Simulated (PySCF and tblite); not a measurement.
The numbers below are computed, except where a source is named.
C₆H₉F₃, numbered as in [F:1][C@H:2]1[CH2:3][CH2:4][C@@H:5]([F:6])[C@H:7]([F:8])[CH2:9]1. Geometries GFN2-xTB; weights from PBE0-D3(BJ)/pcSseg-1 energies and GFN2-xTB thermal corrections, with symmetry numbers and mirror pairs. Conformers within 2.5 kcal/mol (GFN2-xTB free energy) were kept, 3 at most. GIAO shieldings: PBE0/pcSseg-1. Shifts are against TMS (¹H), TMS (¹³C), CFCl3 (¹⁹F) at the same level; of two unlike H on one atom, a is the less shielded. Programs: PySCF with density fitting and tblite.

The 6-ring runs over atoms 2–3–4–5–7–9.

| conformer | shape | point group | mirror pair | ΔE(DFT) | Δ(G−E) at 250 K | δ H9a (ppm) |
| --- | --- | --- | --- | --- | --- | --- |
| 1 | 6-ring chair (F6, F8 axial) | C1 | no | 0.00 | 0.00 | 2.57 |
| 2 | 6-ring chair (F1 axial) | C1 | no | 0.63 | -0.05 | 1.42 |

Energies in kcal/mol; the thermal term leaves out symmetry numbers and mirror images.

Task: Work out the weights at 250 K and the ¹H shift of H9a under fast exchange.

Result: RT = 0.497 kcal/mol. Each conformer gets RT ln(σ/g), with σ the rotational symmetry number and g = 2 for a mirror pair: 1: σ = 1, g = 1, G = 0.00 + 0.00 + 0.00 = 0.00, 0.00 above the lowest, exp(−ΔG/RT) = 1.000; 2: σ = 1, g = 1, G = 0.63 − 0.05 + 0.00 = 0.58, 0.58 above the lowest, exp(−ΔG/RT) = 0.311. The sum is 1.311, so the weights are 76.3, 23.7 %. The averaged shift is 2.30 ppm. At 298.15 K it is 2.26 ppm. At 298.15 K the leading conformer alone gives 2.57 ppm and bare DFT energies give 2.27 ppm.


Conformer gaps in pcSseg-1 on xTB geometries can be 2 kcal/mol off for S=O, P=O and other polar bonds.